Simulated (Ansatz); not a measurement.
Z-matrix (Å, degrees):
```
C
N 1 1.428
H 1 1.100 2 111.9
H 1 1.100 2 111.8 3 -120.4
H 1 1.092 2 110.3 3 119.9
C 2 1.464 1 121.0 3 60.4
Si 2 1.729 1 138.7 3 -118.1
B 6 1.578 2 98.6 1 -179.6
H 6 1.106 2 113.6 1 -60.0
H 6 1.106 2 113.6 1 60.6
H 7 1.498 2 116.0 1 61.4
H 7 1.497 2 115.9 1 -62.6
H 8 1.190 6 128.9 2 -179.6
```

Total charge 0; spin multiplicity 1.

Problem. List the r2SCAN/def2-TZVPP orbital energies in eV (Ansatz 0.2.0). (Best estimate.)

Solution. Computed: Occupied: -1790.69, -384.91, -273.60, -273.50, -180.69, -141.12, -96.00, -95.96, -95.95, -23.55, -18.76, -16.01, -13.85, -11.82, -11.51, -11.32, -10.87, -10.01, -8.55, -8.45, -8.17, -6.54, -5.20. Lowest empty: -2.61, -0.18, 1.03, 1.59, 1.92, 2.45, 2.75, 2.94.
